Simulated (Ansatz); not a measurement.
Geometry optimisation, UKS PBE0/def2-SVP in Ansatz 0.2.0.

The input (input.yaml):

```yaml
crystal:
  periodic: [false, false, false]
  atoms:
    - { symbol: O, position_ang: [-1.8372, -0.4516, 0.0459] }
    - { symbol: In, position_ang: [-0.0341, 0.0735, 0.0637] }
    - { symbol: Cl, position_ang: [1.8196, -1.1777, 1.0603] }
    - { symbol: H, position_ang: [0.1073, 1.4955, -1.1903] }
magnetization:
  spin_polarized: true
  initial_magnetization: 1
basis:
  gaussian: { orbitals: def2-SVP }
hamiltonian:
  xc: pbe0
relax:
  f_tol: 0.02
  max_steps: 50
```

Run as:

```bash
$ ansatz run input.yaml --threads 1 --pin off --max-ram 2048MiB --backend cpu --events-out ev --progress --plain --runs-dir out
```

Problem. Where does it end, and by what steps?

Solution. The forces met the threshold. After 4 steps the energy has fallen by 0.606 eV; O1 moved furthest, 0.26 Å.

| step | energy less start (eV) | largest force component (eV/Å) | accepted |
| --- | --- | --- | --- |
| 0 | 0.0000 | 4.170 | yes |
| 1 | -0.4359 | 1.533 | yes |
| 2 | -0.5950 | 0.344 | yes |
| 3 | -0.6046 | 0.169 | yes |
| 4 | -0.6059 | 0.011 | yes |

```xyz
4
Properties=species:S:1:pos:R:3
O -1.848 -0.638 0.222
In -0.025 0.153 -0.133
Cl 1.614 -1.080 1.000
H 0.315 1.505 -1.110
```

Whether the end is a true minimum wasn't checked by a vibrational analysis.

The run took 15 s on 1 thread of AMD EPYC 9R45 96-Core Processor (Zen 5), with other jobs on the host, peak memory 0.2 GiB.
